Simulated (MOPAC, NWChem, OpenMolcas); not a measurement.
# CH5FOSi (SMILES CO[SiH2]F): the HOMO–LUMO gap, rung by rung

CH5FOSi has 9 atoms, charge 0, and is taken as a singlet. SMILES: `CO[SiH2]F`. The coordinates come from a PBE0-D4/def2-TZVP relaxation. This is one conformer, not always the lowest.

Each level gives the HOMO–LUMO gap (eV). The values are calculated.

| level | kind | program | value (eV) | CPU time |
| --- | --- | --- | --- | --- |
| PM7 | semi-empirical | MOPAC | 11.85 | under 2 s |
| HF/def2-SVP | Hartree–Fock | NWChem | 17.36 | 9.2 s |
| SVWN5/def2-SVP | LDA | OpenMolcas | 7.41 | 30 s |
| PBE/def2-SVP | GGA | OpenMolcas | 7.58 | 39 s |
| TPSS/def2-SVP | meta-GGA | OpenMolcas | 8.00 | 56 s |
| B3LYP/def2-SVP | global hybrid | OpenMolcas | 9.62 | 46 s |
| B2PLYP/def2-SVP | double hybrid | OpenMolcas | 12.84 | 26 s |

The values span 7.41 to 17.36 eV. Orbital gaps aren't excitation energies, and those of double hybrids come from the SCF part alone; they tend to grow with the share of exact exchange. Times are those of the runs behind each value, whatever else they computed, on shared processors of several kinds: orders of magnitude only.
